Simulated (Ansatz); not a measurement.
Geometry optimisation, Ansatz, RKS BLYP-D4/def2-SVP.

input.yaml

```yaml
crystal:
  periodic: [false, false, false]
  atoms:
    - { symbol: Zr, position_ang: [0.0, 0.0, 0.0] }
    - { symbol: Cl, position_ang: [0.0, 0.0, 2.87] }
    - { symbol: Cl, position_ang: [2.3764, 0.0, -0.8392] }
    - { symbol: O, position_ang: [-0.975, 1.6891, -0.6893] }
    - { symbol: H, position_ang: [-1.9328, 1.4584, -0.9117] }
    - { symbol: F, position_ang: [-0.9326, -1.6157, -0.6593] }
    - { symbol: F, position_ang: [1.1957, 1.8033, 0.7189] }
    - { symbol: H, position_ang: [0.8728, 1.3162, 1.9315] }
basis:
  gaussian: { orbitals: def2-SVP }
hamiltonian:
  xc: blyp
  dispersion: d4
relax:
  f_tol: 0.15
  max_steps: 25
  restrain:
    - { distance: [0, 6], at: 3.18, k: 30.0 }
    - { distance: [7, 1], at: 2.57, k: 30.0 }
    - { distance: [0, 1], at: 2.52, k: 30.0 }
    - { distance: [7, 6], at: 0.92, k: 30.0 }
output:
  orbitals: {}
```

Command:

```bash
$ ansatz run input.yaml --threads 4 --pin off --max-ram 5120MiB --backend cpu --events-out ev --progress --plain --runs-dir out
```

**Question.** Where does it end, and by what steps?

**Answer.** The forces met the threshold. The restraints hold the end off the free minimum; the threshold counts their pulls, which the force column leaves out. Restrained pairs: Zr1–F7 (2.28 → 3.17 Å), Cl2–H8 (1.84 → 2.56 Å), Zr1–Cl2 (2.87 → 2.49 Å), F7–H8 (1.35 → 0.94 Å). After 10 steps the energy has fallen by 1.942 eV (the restraints' own energy left out); F7 moved furthest, 0.78 Å.

```
step  energy less start (eV)  largest force component (eV/Å)  accepted
   0                  0.0000                           3.278       yes
   1                 -0.2795                           3.887       yes
   2                 -0.6315                           4.919       yes
   3                 -1.2462                           2.971       yes
   4                 -1.6636                           1.893       yes
   5                 -1.8127                           1.245       yes
   6                 -1.8567                           1.309       yes
   7                 -1.9125                           1.015       yes
   8                 -1.9383                           0.921       yes
   9                 -1.8491                           2.123        no
  10                 -1.9420                           1.001       yes
```

```xyz
8
Properties=species:S:1:pos:R:3
Zr -0.061 -0.198 -0.014
Cl -0.017 -0.301 2.475
Cl 2.058 -0.323 -1.060
O -1.156 1.208 -0.687
H -1.795 1.801 -1.119
F -0.949 -1.810 -0.518
F 1.325 2.352 1.260
H 1.199 1.923 2.084
```

Run time: 20 s on 4 threads of Arm Neoverse V2, with other jobs on the host, peak memory 0.18 GiB.
